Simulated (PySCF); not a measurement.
Species: C₈H₁₈AlN.
Structure used (PBE0-D3(BJ)/def2-SVP), in Å, numbered top down from 1:
```
atom  x, y, z in Å
C1     3.7309   -0.5934    0.1242
C2     2.6094   -0.6218   -0.5961
C3     1.2589   -1.0097   -0.0818
C4     0.2291    0.1084   -0.2693
C5     0.4664    1.3044    0.6553
C6    -0.5899    2.3997    0.4619
Al7   -2.2201    1.4738   -0.2276
N8    -1.1923   -0.3446   -0.1456
C9    -1.4788   -0.9995    1.1361
C10   -1.6058   -1.2100   -1.2533
H11    3.7335   -0.8593    1.1863
H12    4.6874   -0.3056   -0.3194
H13    2.6528   -0.3404   -1.6567
H14    1.3340   -1.2834    0.9831
H15    0.9264   -1.9126   -0.6245
H16    0.3045    0.4741   -1.3099
H17    0.4695    0.9426    1.6990
H18    1.4967    1.6546    0.4754
H19   -0.2446    3.1304   -0.2896
H20   -0.7378    2.9662    1.3946
H21   -3.4996    1.2025    0.7096
H22   -2.5064    1.6156   -1.8068
H23   -1.2152   -0.3359    1.9694
H24   -2.5554   -1.2046    1.1997
H25   -0.9259   -1.9480    1.2388
H26   -1.1054   -2.1928   -1.2155
H27   -2.6918   -1.3723   -1.2019
H28   -1.3794   -0.7190   -2.2086
```

Definitions: NICS(0) = −σiso at the ring centroid; NICS(1) = −σiso and NICS(1)zz = −σzz at ±1 Å along the ring normal z. Level: GIAO HF/pcSseg-1 (PySCF, non-relativistic, gas phase) on the PBE0-D3(BJ)/def2-SVP geometry, one conformer.

Ring bond lengths (Å): C4–C5 1.530, C5–C6 1.534, C6–Al7 1.998, Al7–N8 2.090, N8–C4 1.497.

Q: What do the NICS probes read (ppm)?

A: 
```json
{"ring": "C4–C5–C6–Al7–N8", "type": "5-membered ring with Al and N; formal bonds all single", "NICS(0)": "-4.6", "NICS(1), two faces": "-3.4 / -3.1", "NICS(1)zz, two faces": "-0.8 / -0.7", "rms pucker (Å)": "0.20", "centre to ring atoms, mean (Å)": "1.44"}
```

Q: What do they say, and how far can they be read as aromaticity?

A: 
- C4–C5–C6–Al7–N8: mean NICS(1)zz -0.7 ppm, near zero. C4, C5, C6, Al7, N8 have four or more neighbours, so the value isn't read as a sign of a π ring current.

Q: What is the mean of the two in-plane components of NICS at the first NICS(1) probe listed for ring C4–C5–C6–Al7–N8, 1 Å off the ring?

A: The isotropic value is a third of the trace: (3 × -3.4 − (-0.8))/2 = -4.7 ppm.

Q: How do the values depend on the level or the medium?

A: 
```csv
level,"NICS(0), C4–C5–C6–Al7–N8","mean NICS(1)zz, C4–C5–C6–Al7–N8"
"HF/pcSseg-1, gas",-4.6,-0.7
"PBE0/pcSseg-1, gas",-4.5,-0.8
```

The geometry is the same throughout.
